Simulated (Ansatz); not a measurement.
The first iterations of a band of H4InNOS (8 atoms, charge 0, multiplicity 1).

These are results of Ansatz 0.2.0, RKS PBE0-D4/def2-SVP, not measurements.

```
movable images  : 7
climbing image  : yes
spring          : 5.0 eV/Å²
optimiser       : quadratic models (default)
start path      : IDPP
force threshold : 0.05 eV/Å
iteration limit : 57
end points      : relaxed
```

First end point:

```xyz
8
Properties=species:S:1:pos:R:3
N -0.681 1.442 -0.607
In 0.244 -0.167 0.202
O 1.943 0.187 1.188
S -0.682 -2.384 0.225
H -1.231 1.271 -1.446
H -0.070 2.238 -0.776
H 2.278 -0.592 1.646
H -1.799 -1.996 -0.431
```

Last end point:

```xyz
8
Properties=species:S:1:pos:R:3
N -0.363 1.287 -1.061
In 0.230 -0.159 0.227
O 1.889 0.211 1.272
S -0.811 -2.318 0.404
H -1.358 1.333 -1.263
H -0.034 2.222 -0.829
H 2.175 -0.546 1.795
H -1.728 -2.031 -0.546
```

| iteration | highest image above the first end (eV) | largest band force component (eV/Å) |
| --- | --- | --- |
| 1 | 0.036 | 0.415 |
| 2 | 0.028 | 0.089 |

Problem. Does the band converge within its limit, and where does its top end?

Solution. The forces met the threshold. It ended after 5 iterations with the highest image 0.027 eV above the first end. A vibrational analysis at the climbing image gives one clearly imaginary mode, 305i cm⁻¹: a first-order saddle point.

Run time: 3.3 min on 1 thread of Arm Neoverse V1, with other jobs on the host, peak memory 0.2 GiB.
